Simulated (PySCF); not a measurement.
## Magnetisability: `CC(C)(C)[C@H]1C=CC=CC1`, C$_{10}$H$_{16}$

Geometry (Å), atoms numbered from 1 in this order:
```xyz
26

C    -1.605    0.029   -1.099
C    -1.164    0.151    0.361
C    -1.529    1.547    0.878
C    -1.935   -0.870    1.207
C     0.359   -0.104    0.512
C     0.796   -1.413   -0.091
C     2.060   -1.633   -0.446
C     3.056   -0.587   -0.324
C     2.674    0.669   -0.112
C     1.222    1.040   -0.039
H    -1.104    0.765   -1.723
H    -1.380   -0.958   -1.494
H    -2.677    0.194   -1.179
H    -1.139    1.702    1.882
H    -2.611    1.656    0.916
H    -1.140    2.327    0.229
H    -3.006   -0.692    1.123
H    -1.658   -0.784    2.256
H    -1.741   -1.889    0.886
H     0.563   -0.175    1.593
H     0.070   -2.208   -0.155
H     2.374   -2.594   -0.827
H     4.098   -0.858   -0.419
H     3.391    1.476   -0.053
H     0.897    1.306   -1.052
H     1.107    1.926    0.585
```

Method used: PySCF 2.14.0, GIAO B3LYP/pcSseg-1 magnetisability, rotational g tensor and spin-rotation constants, non-relativistic, gas phase. Geometry: GFN2-xTB.

(1) How diamagnetic is it, and how anisotropic?

(2) Split it along the inertial axes a, b, c into diamagnetic and paramagnetic parts about the centre of mass, with the quadrupole moment.

(3) And the rotational g tensor?

Answers

(1) Isotropic -1668 × 10⁻³⁰ J/T², or -100.5 × 10⁻⁶ cm³/mol; principal values -1818, -1626, -1562 × 10⁻³⁰ J/T², anisotropy 230 × 10⁻³⁰ J/T² (root of half the summed squared differences of the principal values). The susceptibility is in cgs units.

(2) 
```tsv
axis	χ (10⁻⁶ cm³/mol)	diamagnetic (10⁻⁶ cm³/mol)	paramagnetic (10⁻⁶ cm³/mol)	summed x² of all electrons (Å²)	quadrupole Θ (D Å)
a	-96.8	-670.4	573.7	288.5	+1.40
b	-96.3	-1452.1	1355.8	104.2	+2.58
c	-108.4	-1666.2	1557.8	53.8	-3.99
```
Anisotropies 2χaa − χbb − χcc = +11.1 and 2χbb − χaa − χcc = +12.5 × 10⁻⁶ cm³/mol. Θ is traceless in Buckingham's convention.

(3) 
| axis | rotational constant (GHz) | g | nuclear part | electronic part |
| --- | --- | --- | --- | --- |
| a | 2.4687 | -0.0206 | 0.6448 | -0.6653 |
| b | 0.9484 | -0.0084 | 0.5956 | -0.6040 |
| c | 0.8159 | -0.0011 | 0.5960 | -0.5971 |

Asymmetric top; isotopes 12C, 1H; no vibrational averaging.
